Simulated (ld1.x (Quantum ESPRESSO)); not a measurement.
## Co (Z = 27): one change to an RRKJ potential, before and after

- Element: cobalt
- Generator: ld1.x (Quantum ESPRESSO) 7.5
- Type: norm-conserving RRKJ (Kleinman–Bylander form)
- Functional: LDA (PZ)
- Relativity: scalar-relativistic
- Frozen core: [Ar]
- Valence charge: 9
- Reference configuration: 3d7 4s2 4p0
- Partial waves: 4p (bound, empty): rc 2.95 bohr; 3d (bound): rc 0.90 bohr; 4s (bound): rc 2.20 bohr
- Local potential: the s channel
- Core correction: a·sin(br)/r model core inside 0.75 bohr

Change: wave 4s (bound): rc 2.20 bohr becomes 4s (bound): rc 2.94 bohr.

Cutoffs: the cutoffs (Ry, on a coarse ladder) from which the occupation-weighted sum of valence levels, in a spherical-Bessel basis at the reference potential, stays within 10 and 1 mRy of its value at 400 Ry; they do not see the model core or the augmentation charge, which bear on the density cutoff. Errors are all-electron minus pseudo energies relative to the spin-unpolarised reference configuration.

Task: Predict the effect on cutoff, ghosts and configuration errors.

Result: The potential gets neither clearly harder nor softer (200 Ry and 230 Ry → 200 Ry and 230 Ry); the d channel sets the loose cutoff, while the largest relative change is in s, which becomes softer; of the 9 tests that both files solve, the error grows in 4 and shrinks in 4 by more than 15 % and 0.3 meV (median size 110.4 → 128.8 meV); the range in which the p phases agree widens (upper end 3.0 → at the end of the scan); neither file shows a bound ghost.

```csv
quantity,base,changed
"cutoff, loose",200 Ry,200 Ry
"cutoff, tight",230 Ry,230 Ry
loose cutoff by channel (10 mRy a level),"d 180 Ry, s 8 Ry","d 180 Ry, s 6 Ry"
bound ghosts,none,none
"error for 3d7 4s1 4p0, meV [ΔE 9.30 eV]",-8.5,-6.4
"error for 3d7 4s0 4p0, meV [ΔE 26.38 eV]",-54,-78
"error for 3d6 4s0 4p0, meV [ΔE 62.57 eV]",-468,-779
"error for 3d8 4s1 4p0, meV [ΔE -1.24 eV]",-275,-222
"error for 3d7 4s1.5 4p0, meV [ΔE 3.72 eV]",-1.8,-0.9
"error for 3d7 4s0 4p1, meV [ΔE 14.75 eV]",-23,-48
"error for 3d6 4s2 4p1, meV [ΔE 9.77 eV]",-503,-421
"error for 3d7 4s2 4p0 (spin-polarised), meV [ΔE -1.98 eV]",+128,+129
"error for 3d7 4s1 4p0 (spin-polarised), meV [ΔE 6.72 eV]",+110,+129
s: phases at 3.19 bohr within 0.05 rad from the reference energy up to (Ry; the scan ends near 5),1.7,1.0
p: phases at 3.19 bohr within 0.05 rad from the reference energy up to (Ry; the scan ends near 5),3.0,to the end of the scan
d: phases at 3.19 bohr within 0.05 rad from the reference energy up to (Ry; the scan ends near 5),0.4,0.5
```
